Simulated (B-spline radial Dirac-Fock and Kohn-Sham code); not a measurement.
## As: input and output of one calculation

ΔSCF core binding energies without Breit or QED terms, calculated with a radial B-spline solver. Keys: rel is the Hamiltonian (dirac, or spin-free x2c and nr, where L3 and M5 stand for the whole 2p and 3d shells), method is hf or an exchange,correlation pair (spin-unpolarised, also for the hole states), nuc the nuclear model, radius_factor scales its radius, rmax is the box in bohr, h the logarithmic mesh step, order the B-spline order, points the quadrature points per cell, c_factor scales the speed of light, and damp, ndamp, maxit and tol steer the iteration. The run stops when the commutator error falls below 10·tol·max(1, Z/10), or the numerical noise floor, and the energy has settled to about 1e-8 Ha; the virial ratio is −V/T.

Input (task.json):

```json
{"items": [{"Z": 33, "q": 0, "cfg": [[1, 0, 2], [2, 0, 2], [2, 1, 6], [3, 0, 2], [3, 1, 6], [3, 2, 10], [4, 0, 2], [4, 1, 3]], "A": 75, "rrms": 4.0968, "do": "settings", "holes": ["K", "L3", "M5"],
  "settings": [{"rel": "dirac", "method": "lda,xyz", "nuc": "fermi", "radius_factor": 1.0, "rmax": 45.0, "h": 0.3, "order": 8, "points": 10, "c_factor": 1.0, "maxit": 51, "damp": 0.5, "ndamp": 3, "tol": 1e-08}]}]}
```

Command: `python xray2_run.py task.json out`

The program stops without a result: KeyError: "LibXCFunctional: name 'XYZ' not found.".

**Question.** One setting is unsound. Which, and why?

**Answer.** method names a functional that the program does not serve. With the default settings (Dirac Hartree-Fock): The ground state converged in 10 iterations, with total energy -2259.44188 Ha, virial ratio 1.97750 and highest orbital energy -8.86 eV. ΔSCF binding energies: K (1s) 11899.5 eV, L3 (2p3/2) 1333.8 eV, M5 (3d5/2) 48.54 eV.
